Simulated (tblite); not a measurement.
C₂H₁₅PSi₄.
Geometry (GFN2-xTB, Å), atoms numbered from 1 in this order:
```
atom  x, y, z in Å
C1    -2.904   -1.213    0.853
Si2   -1.592   -1.011   -0.524
P3    -2.184    0.648   -1.941
Si4    0.510   -0.467    0.364
Si5    0.514    1.352    1.819
C6     1.646   -0.138   -1.140
Si7    3.479    0.209   -0.784
H8    -2.673   -2.061    1.490
H9    -3.896   -1.372    0.438
H10   -2.950   -0.330    1.486
H11   -1.705   -2.213   -1.377
H12   -1.928    1.664   -1.037
H13   -3.524    0.634   -1.618
H14    1.052   -1.671    1.034
H15   -0.857    1.758    2.158
H16    1.155    2.546    1.260
H17    1.176    1.084    3.098
H18    1.582   -0.995   -1.811
H19    1.231    0.703   -1.700
H20    3.599    1.417    0.036
H21    4.056   -0.926   -0.063
H22    4.205    0.401   -2.043
```

Method: GFN2-xTB as coded in tblite; computed harmonic values from a numerical Hessian at the method's own geometry, unscaled. The method is semi-empirical: single wavenumbers can be off by several per cent or more. Modes of hydrogen on phosphorus and silicon can be 10 to 20 % off. One conformer, not necessarily the lowest. The optimisation stopped once no atom felt more than 0.01 eV/Å.

Lowest wavenumbers of the output (negative numbers stand for imaginary wavenumbers):
```
mode    cm-1
  1     -33.5
  2      15.9
  3      40.0
  4      51.6
  5      65.2
  6      69.4
  7      95.8
  8     110.4
  9     120.0
 10     132.4
 11     160.2
 12     173.2
 13     195.5
 14     352.4
 15     416.3
```

Question: Is this structure a minimum?

Answer: Not by this Hessian. 1 mode is imaginary beyond 20i (34i cm⁻¹), so at this level the point lies at or near a first-order saddle. The curvature is small, so loose convergence or finite differences may be the whole cause.

Question: Which atoms move in the imaginary mode?

Answer: 34i: H17 (Si–H hydrogen) 34 %, H16 (Si–H hydrogen) 28 %, H15 (Si–H hydrogen) 26 %. These are shares of the mass-weighted motion.

Question: What is the remedy?

Answer: Step along that mode in both directions, optimise again with tighter thresholds and repeat the frequencies. The zero-point energy of this point (91.3 kcal/mol) counts the 59 real modes alone, and thermal corrections from it aren't those of a minimum.
